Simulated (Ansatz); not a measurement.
`SB(Cl)Cl` + H₂O → `OB(Cl)Cl` + H₂S at 500 K and 1 bar (formal hydrolysis of a B–S bond).

Gas-phase electronic energies from Ansatz, PBE0-D4/def2-TZVP geometries. CCSD(T)/CBS is the MP2 limit (def2-TZVPP, def2-QZVPP) plus CCSD(T) − MP2 in def2-TZVPP, frozen cores. This one scheme is used for every species. One conformer a species, not always the lowest.

| species | CCSD(T)/CBS energy (Eh) | H − E (kJ/mol) | S (J/(mol·K)) |
| --- | --- | --- | --- |
| `SB(Cl)Cl` | -1342.83724 | 74.8 | 351.3 |
| H₂O | -76.37941 | 73.2 | 206.3 |
| `OB(Cl)Cl` | -1020.26564 | 85.7 | 333.4 |
| H₂S | -398.97279 | 57.0 | 224.0 |

H − E and S are ideal-gas, rigid-rotor, harmonic terms from PBE0-D4/def2-TZVP, for one conformer and one mirror image of each species. 1 Eh = 2625.50 kJ/mol, R = 8.31446 J/(mol·K).

By hand: ΔE, ΔH, ΔS and ΔG.

ΔE = (-1020.26564) + (-398.97279) − (-1342.83724) − (-76.37941) = -0.02178 Eh = -57.2 kJ/mol. Δ(H − E) = 85.7 + 57.0 − 74.8 − 73.2 = -5.3, so ΔH = -62.5 kJ/mol. ΔS = 333.4 + 224.0 − 351.3 − 206.3 = -0.2 J/(mol·K). ΔG = -62.5 − 500 × (-0.2)/1000 = -62.4 kJ/mol.

By hand: the equilibrium constant, and the temperature at which ΔG would vanish if ΔH and ΔS stayed fixed.

log₁₀ K = −ΔG/(RT ln 10) = 6.5. ΔG = 0 at ΔH/ΔS = 312500 K, far beyond where these terms or the molecules hold.

The number of gas molecules stays the same, so ΔS is small and ΔH decides. A doubt of 5 kJ/mol in ΔE shifts log₁₀ K by 0.5 here. Other conformers and mirror images would add mixing entropy, several J/(mol·K) or more a flexible species. These are equilibria of isolated gas molecules and say nothing of rates. Largest T1 diagnostic: 0.012 (customary marks: 0.02 for closed shells, 0.045 for open ones).
